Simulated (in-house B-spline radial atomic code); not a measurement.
How numerical settings move a run on Xe2+, [Kr] 4d10 5s2 5p4. Computed with a B-spline radial code for spherical atoms: scalar-relativistic (X2C) AM05, spherical fractional occupations, Fermi nucleus of rms radius 4.7859 fm.

Command:
```bash
python run_scf.py task.json out
```
Settings of the sound reference run:
```
Z                54
electrons        52
configuration    [Kr] 4d10 5s2 5p4
hamiltonian      x2c
method           am05
spin_polarised   False
nucleus          fermi
rms_radius       4.7859
mass_number      132
atomic_mass      131.9042
speed_of_light   137.036
knot_spacing     0.22
spline_order     8
gauss_points     12
box_radius       22.22
max_iterations   70
damping          0.5
damped_steps     3
diis_vectors     10
tolerance        1e-08
start            Thomas-Fermi
```

Run time, properties included: 0.34 s on 1 thread of Arm Neoverse N1 (shared host).

It converges in 9 iterations to -7438.920683 hartree, with 5p at -26.6427 eV. The other runs change the listed settings, some to values that make no sense; their results aren't properties of the atom or ion. Radii are in bohr (the nuclear one in fm), a minus after a letter asks for a j subshell, and «unchanged» means within 1e-8 hartree. The run stops when the residual is below 10 × tolerance × max(1, Z/10), or a noise floor if that is larger, and the energy moves by less than 1e-8 × √|E| hartree; so very loose and very tight tolerances often act alike.

```tsv
changed settings	outcome
start = bare nucleus	converged in 11 iterations, energy unchanged, 5p level -2.9e-06 eV
box_radius = 3.33	converged in 9 iterations, energy +6.30e-01 hartree from the reference, 5p level +7.1e+00 eV (the program warns: 5p reaches the box edge; 4s reaches the box edge)
box_radius = 44.44	converged in 9 iterations, energy -3.08e-07 hartree from the reference, 5p level -5.5e-07 eV
gauss_points = 3	not converged after 70 iterations, last residual 9.0e+00, last energy +9.51e+02 hartree from the reference
box_radius = 2.22	converged in 8 iterations, energy +7.15e+00 hartree from the reference, 5p level +5.0e+01 eV (the program warns: 5p has a positive eigenvalue: unbound, held by the box; 5s has a positive eigenvalue: unbound, held by the box)
gauss_points = 5	converged in 9 iterations, energy +7.38e-08 hartree from the reference
box_radius = 88.88	converged in 9 iterations, energy -2.12e-07 hartree from the reference, 5p level +3.4e-07 eV
box_radius = 1.33	converged in 8 iterations, energy +8.21e+01 hartree from the reference, 5p level +3.7e+02 eV (the program warns: 5p has a positive eigenvalue: unbound, held by the box; 4d has a positive eigenvalue: unbound, held by the box)
gauss_points = 16	converged in 9 iterations, energy +7.66e-08 hartree from the reference
box_radius = 4.44	converged in 9 iterations, energy +5.98e-02 hartree from the reference, 5p level +1.1e+00 eV (the program warns: 5p reaches the box edge; 4d reaches the box edge)
box_radius = 11.11	converged in 9 iterations, energy -4.38e-07 hartree from the reference, 5p level +6.0e-07 eV
box_radius = 6.67	converged in 9 iterations, energy +3.98e-04 hartree from the reference, 5p level +1.6e-02 eV (the program warns: 5p reaches the box edge; 5s reaches the box edge)
spline_order = 6, gauss_points = 4, first_knot = 0.0185, max_iterations = 75, start = bare nucleus	converged in 11 iterations, energy +1.31e+02 hartree from the reference, 5p level -1.9e-01 eV
knot_spacing = 0.4, max_iterations = 60, damping = 0, diis_vectors = 1, start = bare nucleus	not converged after 60 iterations, last residual 1.2e-02, last energy +4.52e-03 hartree from the reference
electrons = 55, configuration = [Kr] 4d10 5s2 5p7, max_iterations = 75	stopped with error: shell 5p holds at most 6 electrons
box_radius = 0.89	converged in 8 iterations, energy +4.11e+02 hartree from the reference, 5p level +1.4e+03 eV (the program warns: 5p has a positive eigenvalue: unbound, held by the box; 4s has a positive eigenvalue: unbound, held by the box)
```

Q: What happens with gauss_points = 6?

A: Converged in 9 iterations, energy unchanged.

Q: What happens with gauss_points = 8?

A: Converged in 9 iterations, energy -1.31e-07 hartree from the reference.

Q: What happens with gauss_points = 4?

A: Converged in 9 iterations, energy +1.33e-06 hartree from the reference.

Q: What happens with first_knot = 1.85e-05, max_iterations = 100, tolerance = 0.0001?

A: Converged in 8 iterations, energy -1.22e-06 hartree from the reference, 5p level +3.0e-04 eV.
